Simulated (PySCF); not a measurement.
H5Si, SMILES [SiH5-], charge -1.

The structure is a stationary point at PBE0-D3(BJ)/def2-TZVPD.

Method: SMD-ωB97X/def2-SVPD (PySCF).

Solvation free energies are E(SMD) − E(gas) at the gas-phase geometry, for 1 M in both phases.

Q: Rank water, chloroform, cyclohexanone by solvation free energy, most negative first.

A: water (-56.0 kcal/mol), cyclohexanone (-55.0 kcal/mol), chloroform (-46.7 kcal/mol)
